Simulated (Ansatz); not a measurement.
Cost and result for the atomization energy of C₇H₁₀, SMILES `C/C=C1\C=CCC1` (17 atoms, 17 bonds).

```xyz
17

C    -1.860   -1.800    0.693
C    -0.448   -1.327    0.747
C     0.052   -0.251    0.133
C    -0.650    0.710   -0.705
C     0.152    1.712   -1.074
C     1.532    1.571   -0.510
C     1.499    0.201    0.193
H    -2.301   -1.840    1.695
H    -2.491   -1.158    0.078
H    -1.921   -2.816    0.287
H     0.232   -1.928    1.348
H    -1.693    0.624   -0.982
H    -0.148    2.552   -1.690
H     1.749    2.388    0.189
H     2.300    1.626   -1.287
H     2.134   -0.516   -0.334
H     1.863    0.252    1.221
```

Total charge 0; spin multiplicity 1. The geometry is a stationary point of PBE0-D4/def2-TZVP. Program: Ansatz. All runs use 2 threads of an AMD EPYC 7R13 on a shared host and a share of an NVIDIA H100 80 GB. Times are those of one run each, without the atoms' runs, and a repeat can differ threefold. Electronic energies, without spin–orbit coupling; frozen cores. CCSD(T)/CBS adds CCSD(T) − MP2 in def2-TZVPP to the MP2 limit, and its time is that of the two runs behind it. T1 = 0.011; the RHF reference is unstable towards UHF. B3LYP takes the VWN-RPA correlation (the form of Gaussian; ORCA's B3LYP/G).

CCSD(T)/CBS is a level of theory with its own doubt, some kJ/mol a heavy atom from the limit and from the frozen cores, so smaller differences don't rank the functionals.

```
                             level  functions  wall time  atomization (kcal/mol)  difference from CCSD(T)/CBS  per bond
                 B2PLYP/def2-TZVPP        357      4.7 s                  1757.0                        -11.5      -0.7
 B3LYP-D4/def2-TZVPP (with forces)        357        5 s                  1774.2                          5.7       0.3
r2SCAN-D4/def2-TZVPP (with forces)        357      5.5 s                  1780.2                         11.7       0.7
               BHLYP-D4/def2-TZVPP        357      5.5 s                  1728.3                        -40.2      -2.4
           CAM-B3LYP-D4/def2-TZVPP        357        6 s                  1779.1                         10.6       0.6
                PBE0-D4/def2-TZVPP        357        6 s                  1795.5                         27.0       1.6
              revPBE-D4/def2-TZVPP        357      6.5 s                  1781.3                         12.8       0.8
                ωB97X-V/def2-TZVPP        357        7 s                  1772.0                          3.5       0.2
                    MP2/def2-QZVPP        699      7.5 s                  1783.0                         14.5       0.9
                  CCSD(T)/def2-SVP        148        8 s                  1709.5                        -59.0      -3.5
               PBE-QIDH/def2-TZVPP        357        9 s                  1777.8                          9.3       0.5
                CCSD(T)/def2-TZVPP        357       17 s                  1730.7                        -37.8      -2.2
                 CCSD(T)/CBS(def2)          –       25 s                  1768.5                          0.0       0.0
```

In def2-TZVPP, CCSD(T) changes the Hartree–Fock value by +400.2 kcal/mol (the triples alone add +26.4 kcal/mol) and MP2 by +430.4 kcal/mol; breaking electron pairs costs correlation energy, which Hartree–Fock lacks. From PBE to PBE0 (25 % exact exchange), in def2-TZVPP and without D4, the atomization energy moves by −25.0 kcal/mol: exact exchange takes away binding that semilocal exchange gives to molecules. At CCSD(T), def2-SVP lies −58.9 kcal/mol from the extrapolated value and def2-TZVPP −37.8 kcal/mol: correlation converges slowly with the basis, and small sets miss more of it in the bonded molecule than in its fragments.
